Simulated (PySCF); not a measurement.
**Bond length, frequency and bond energy of BiCl by level of theory**

State: ³Σ⁻ (triplet), unpaired electrons π ↑↑. Set-up: basis Bi def2-SVP with ECP60, Cl def2-SVP; scalar-relativistic core potentials; PySCF 2.14. De refers to Bi + Cl in their high-spin ground configurations, without counterpoise correction. The functionals are run spin-unrestricted. A positive dipole means Bi(−)Cl(+).

| Level | Re (Å) | ωe (cm⁻¹) | De (eV) | μ (D) |
| --- | --- | --- | --- | --- |
| UHF | 2.491 | 335 | 1.41 | -3.98 |
| UHF-MP2 | 2.475 | 344 | 2.34 | n/a |
| UHF-SCS-MP2 | 2.483 | 340 | 2.28 | n/a |
| UHF-CCSD | 2.487 | 335 | 2.19 | n/a |
| UHF-CCSD(T) | 2.490 | 332 | 2.28 | n/a |
| PBE | 2.487 | 330 | 3.19 | -2.83 |
| BLYP | 2.512 | 318 | 3.11 | -2.76 |
| BP86 | 2.490 | 328 | 3.16 | -2.80 |
| r²SCAN | 2.477 | 337 | 2.98 | -3.12 |
| PBE0 | 2.469 | 342 | 2.93 | -3.17 |
| r²SCAN0 | 2.464 | 345 | 2.77 | -3.29 |
| ωB97X | 2.460 | 349 | 3.18 | -3.27 |

Q: Which functional lies closest to UHF-CCSD(T) in De, which farthest, and by how much do they differ from it?

A: Closest is r²SCAN0 (-2.6 pm in Re, +3.9 % in ωe, +0.49 eV in De against UHF-CCSD(T) in the same basis), farthest PBE (-0.3 pm in Re, -0.6 % in ωe, +0.91 eV in De). CCSD(T) converges more slowly with the basis than the functionals do and binds too weakly in this one, so the order can change at the basis-set limit.

Q: What does a quarter of exact exchange do here, going from PBE to PBE0?

A: PBE0 less PBE: -1.8 pm in Re, +3.6 % in ωe, -0.26 eV in De. Exact exchange removes part of the self-interaction that spreads semilocal densities, and in most molecules shortens and stiffens the bond and lowers De; so it does here.

Q: What does the step from GGA to meta-GGA do here, going from PBE to r²SCAN?

A: r²SCAN less PBE: -1.0 pm in Re, +2.1 % in ωe, -0.21 eV in De. 

Correlated steps freeze 9 core orbitals. Correlated levels converge slowly with the basis: in double zeta they bind strong bonds too weakly, by up to about 1 eV, and carry superposition errors of some tenths. Spin–orbit coupling is left out, which matters for elements this heavy, above all for dissociation energies. The state is the lowest determinant that a PBE0 search found; another state may lie lower at other levels.
